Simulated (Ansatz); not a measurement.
`O[Si](F)([SiH3])Cl` + H₂ → `O[SiH]([SiH3])Cl` + H–F at 600 K and 1 bar (hydrogenolysis of the Si–F bond).

Computed with Ansatz on PBE0-D4/def2-TZVP structures; ΔE is electronic, products minus reactants. CCSD(T)/CBS adds triple-zeta CCSD(T) − MP2 to the extrapolated MP2 energy (def2 sets, frozen cores). This one scheme is used for every species. One conformer a species, not always the lowest.

| species | CCSD(T)/CBS energy (Eh) | H − E (kJ/mol) | S (J/(mol·K)) |
| --- | --- | --- | --- |
| `O[Si](F)([SiH3])Cl` | -1215.48049 | 182.7 | 469.3 |
| H₂ | -1.17544 | 43.9 | 150.8 |
| `O[SiH]([SiH3])Cl` | -1116.20942 | 191.6 | 443.1 |
| H–F | -100.39570 | 42.3 | 194.0 |

H − E and S are ideal-gas, rigid-rotor, harmonic terms from PBE0-D4/def2-TZVP, for one conformer and one mirror image of each species. The MP2-based limit puts H₂ 0.8 mEh under its directly extrapolated value; such offsets cancel only in part. 1 Eh = 2625.50 kJ/mol, R = 8.31446 J/(mol·K).

Task: By hand: ΔE, ΔH, ΔS and ΔG.

Result: ΔE = (-1116.20942) + (-100.39570) − (-1215.48049) − (-1.17544) = 0.05081 Eh = 133.4 kJ/mol. Δ(H − E) = 191.6 + 42.3 − 182.7 − 43.9 = 7.3, so ΔH = 140.7 kJ/mol. ΔS = 443.1 + 194.0 − 469.3 − 150.8 = 17.0 J/(mol·K). ΔG = 140.7 − 600 × (17.0)/1000 = 130.5 kJ/mol.

Task: By hand: the equilibrium constant, and the temperature at which ΔG would vanish if ΔH and ΔS stayed fixed.

Result: log₁₀ K = −ΔG/(RT ln 10) = -11.4. ΔG = 0 at ΔH/ΔS = 8276 K, far beyond where these terms or the molecules hold.

ΔH outweighs TΔS. A doubt of 5 kJ/mol in ΔE shifts log₁₀ K by 0.4 here. Other conformers and mirror images would add mixing entropy, several J/(mol·K) or more a flexible species. These are equilibria of isolated gas molecules and say nothing of rates. Largest T1 diagnostic: 0.012 (customary marks: 0.02 for closed shells, 0.045 for open ones).
